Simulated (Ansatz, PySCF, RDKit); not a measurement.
Pair of molecules: HF (SMILES F) (first 2 atoms) with C2H2 (SMILES C#C); geometry from B3LYP-D3(BJ)/def2-TZVP, rigid monomers moved along the line of their centres of mass till H2···C3 is 3.05 Å.
(charge 0, multiplicity 1):
```xyz
6

F     -0.0325    -0.0116     0.3487
H     -0.0182    -0.0044     1.2833
C      0.2680    -0.5298     4.2776
C     -0.2172     0.5658     4.2766
H      0.6990    -1.5025     4.2865
H     -0.6480     1.5385     4.2838
```

```
level                                  interaction energy (meV)  minus CCSD(T)/CBS(aug-cc-pVDZ, aug-cc-pVTZ)  cost
-------------------------------------  ------------------------  -------------------------------------------  ----
UFF                                                       -11.4                                         89.0     -
r2SCAN-D4/def2-TZVPPD                                    -108.8                                         -8.3    ×1
B3LYP/3-21G (no counterpoise)                            -113.4                                        -12.9     -
B3LYP/6-311+G** (no counterpoise)                         -97.2                                          3.3     -
B3LYP/def2-TZVPPD                                         -88.8                                         11.7    ×2
B3LYP-D4/def2-TZVPPD                                     -103.9                                         -3.5    ×2
PBE0-D4/def2-TZVPPD                                      -110.8                                        -10.3    ×1
wB97X-V/def2-TZVPPD                                      -106.0                                         -5.5    ×3
MP2/6-31G*                                                -93.2                                          7.3     -
MP2/6-31G* (no counterpoise)                             -115.4                                        -15.0     -
MP2/aug-cc-pVTZ                                           -98.3                                          2.2     -
CCSD/aug-cc-pVTZ                                          -96.0                                          4.5     -
CCSD(T)/aug-cc-pVTZ                                       -98.3                                          2.1  ×50*
CCSD(T)/CBS(aug-cc-pVDZ, aug-cc-pVTZ)                    -100.5                                          0.0  ×50*
```

 The comparison column counts from a level with limits of its own.

The rows run from -115.4 (MP2/6-31G* (no counterpoise)) to -11.4 meV (UFF). In aug-cc-pVTZ the value moves MP2 -98.3, CCSD -96.0, CCSD(T) -98.3, a shift of -0.1 from MP2 to CCSD(T). The dispersion term adds -15.1 in B3LYP-D4.

Monomers are frozen at their geometry in the pair; levels with a basis set take the counterpoise correction. Rows marked so take none. RDKit's UFF carries no charges.

Cores are frozen in the correlated methods. CBS(a, b) extrapolates the correlation energy as X⁻³ and adds the Hartree–Fock energy of set b. Rows in 3-21G, 6-311+G**, 6-31G* carry no dispersion term and start afresh at each structure (6-31G* with six Cartesian d functions). MP2/6-31G* freezes PySCF's default core.

Codes used: Ansatz (a first-principles code) with Gaussian orbitals; PySCF for 3-21G rows, 6-311+G** rows, 6-31G* rows, the dispersion terms; RDKit for the force fields. Values without a source in brackets are computed.

Costs are rough ratios of core time to PBE/def2-TZVPPD (about 3 s over the structures, on one shared machine); a dash marks a level with no comparable run of its own. A star marks coupled-cluster runs past 200 virtual orbitals, where the program's memory plan changes under this machine's limit, so their costs aren't comparable with smaller runs.
